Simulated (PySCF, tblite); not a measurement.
Isomers of C7H10NP. Method: GFN2-xTB as coded in tblite; computed harmonic values from a numerical Hessian at the method's own geometry, unscaled. The method is semi-empirical: single wavenumbers can be off by several per cent or more. Modes of hydrogen on phosphorus can be 10 to 20 % off. One conformer each.

Electronic energies: PBE0/pcSseg-1 single points on the GFN2-xTB geometries (PySCF, gas phase).

```json
{"SMILES": "C#C[P@]1(=N)C[C@H](C=C)C1", "electronic energy, lowest = 0 (kJ/mol)": "342.3"}
{"SMILES": "CC(C)=Pn1cccc1", "electronic energy, lowest = 0 (kJ/mol)": "46.7"}
{"SMILES": "CN(C)c1cccpc1", "electronic energy, lowest = 0 (kJ/mol)": "28.4"}
{"SMILES": "CC(C)c1ccpcn1", "electronic energy, lowest = 0 (kJ/mol)": "2.5"}
{"SMILES": "CC/C=P\\n1cccc1", "electronic energy, lowest = 0 (kJ/mol)": "60.4"}
{"SMILES": "CCPc1ccncc1", "electronic energy, lowest = 0 (kJ/mol)": "0.0"}
{"SMILES": "CC(C)c1ncccp1", "electronic energy, lowest = 0 (kJ/mol)": "1.7"}
{"SMILES": "CC(C)c1cncpc1", "electronic energy, lowest = 0 (kJ/mol)": "16.3"}
```

How do GFN2-xTB zero-point energies change the relative energies?

| SMILES | ZPE (kJ/mol) | of it from modes above 1550 cm⁻¹ | electronic (kJ/mol) | with ZPE, lowest = 0 (kJ/mol) | lowest mode (cm⁻¹) | rings |
| --- | --- | --- | --- | --- | --- | --- |
| CCPc1ccncc1 | 393.9 | 185.5 | 0.0 | 0.0 | 28 | 1 |
| CC(C)c1ncccp1 | 401.8 | 180.9 | 1.7 | 9.6 | 21 | 1 |
| CC(C)c1ccpcn1 | 401.9 | 180.8 | 2.5 | 10.6 | 25 | 1 |
| CC(C)c1cncpc1 | 402.5 | 180.7 | 16.3 | 24.9 | 36 | 1 |
| CN(C)c1cccpc1 | 400.5 | 179.9 | 28.4 | 35.1 | 5 | 1 |
| CC(C)=Pn1cccc1 | 399.0 | 192.6 | 46.7 | 51.8 | 48 | 1 |
| CC/C=P\n1cccc1 | 400.9 | 192.8 | 60.4 | 67.4 | 39 | 1 |
| C#C[P@]1(=N)C[C@H](C=C)C1 | 385.2 | 208.4 | 342.3 | 333.6 | 64 | 1 |

The zero-point energies span 17.3 kJ/mol, from `C#C[P@]1(=N)C[C@H](C=C)C1` to `CC(C)c1cncpc1`. The order is unchanged.

And how do the electronic energies of GFN2-xTB itself compare?

`CCPc1ccncc1` 11.5; `CC(C)c1ncccp1` 12.1; `CC(C)c1ccpcn1` 12.3; `CC(C)c1cncpc1` 15.2; `CN(C)c1cccpc1` 25.8; `CC(C)=Pn1cccc1` 0.0; `CC/C=P\n1cccc1` 14.3; `C#C[P@]1(=N)C[C@H](C=C)C1` 290.2 kJ/mol, lowest = 0. Against the energies above, taken from the same isomer `CCPc1ccncc1`, the largest difference is 63.6 kJ/mol.

What do entropy and thermal enthalpy add at 298.15 K and 1 bar (rigid rotor, harmonic oscillator, one conformer each)?

```json
{"SMILES": "CCPc1ccncc1", "point group": "C1", "symmetry number": "1", "S (J/(mol K))": "411.2", "H − H(0) (kJ/mol)": "27.61", "ZPE + H − H(0) − TS (kJ/mol)": "298.9"}
{"SMILES": "CC(C)=Pn1cccc1", "point group": "C1", "symmetry number": "1", "S (J/(mol K))": "412.4", "H − H(0) (kJ/mol)": "28.68", "ZPE + H − H(0) − TS (kJ/mol)": "304.7"}
{"SMILES": "CC/C=P\\n1cccc1", "point group": "C1", "symmetry number": "1", "S (J/(mol K))": "409.9", "H − H(0) (kJ/mol)": "27.76", "ZPE + H − H(0) − TS (kJ/mol)": "306.4"}
```

Not tabulated: `CC(C)c1ncccp1` (lowest mode only 21 cm⁻¹); `CC(C)c1ccpcn1` (lowest mode only 25 cm⁻¹); `CC(C)c1cncpc1` (point group not settled); `CN(C)c1cccpc1` (lowest mode only 5 cm⁻¹); `C#C[P@]1(=N)C[C@H](C=C)C1` (point group not settled).
